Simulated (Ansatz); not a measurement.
Program: Ansatz. Geometries: PBE0-D4/def2-TZVP. ΔE: electronic, gas phase. CCSD(T)/CBS is the MP2 limit (def2-TZVPP, def2-QZVPP) plus CCSD(T) − MP2 in def2-TZVPP, frozen cores. This one scheme is used for every species. DFT in def2-TZVPP. B3LYP here is the variant with VWN-RPA as its local correlation; programs differ in this. For Ge outer-core shells are correlated without core-valence functions, which leaves a few kJ/mol of doubt a bond. Scalar relativity is left out up to krypton. One conformer a species, not always the lowest.

Reaction (β-hydride elimination): `C[O][GeH]([SH])[O]C` → `C[O][GeH2][SH]` + `C=O`

(1) Is it downhill or uphill in electronic energy at CCSD(T)/CBS, and by how much? (Estimate.)

(2) What do these levels give: PBE-D4, r2SCAN-D4, PBE0-D4, B3LYP-D4, ωB97M-V, B2PLYP, PBE, HF/def2-TZVPP, HF/def2-QZVPP, MP2/def2-QZVPP, SCS-MP2/def2-QZVPP, MP2/CBS(def2)? (Estimate.)

Largest T1 diagnostic among the species: 0.015.

Answers

(1) The calculation gave: Uphill: ΔE = +150.5 kJ/mol.

(2) Ansatz gave: PBE-D4 143.2, r2SCAN-D4 154.1, PBE0-D4 154.7, B3LYP-D4 141.0, ωB97M-V 149.0, B2PLYP 137.5, PBE 133.2, HF/def2-TZVPP 123.1, HF/def2-QZVPP 122.5, MP2/def2-QZVPP 158.3, SCS-MP2/def2-QZVPP 146.1, MP2/CBS(def2) 160.1 kJ/mol.

From PBE to PBE0 (25 % exact exchange), in def2-TZVPP and without D4, ΔE moves by +12.7 kJ/mol. In def2-TZVPP, CCSD(T) changes the Hartree–Fock value by +23.6 kJ/mol (the triples alone add +1.3 kJ/mol) and MP2 by +33.3 kJ/mol. The D4 term adds +15.6 kJ/mol with B3LYP and +8.8 kJ/mol with PBE0; it sums over pairs of atoms, weighted by their polarisabilities, and B3LYP, whose exchange is more repulsive, gets the larger term.
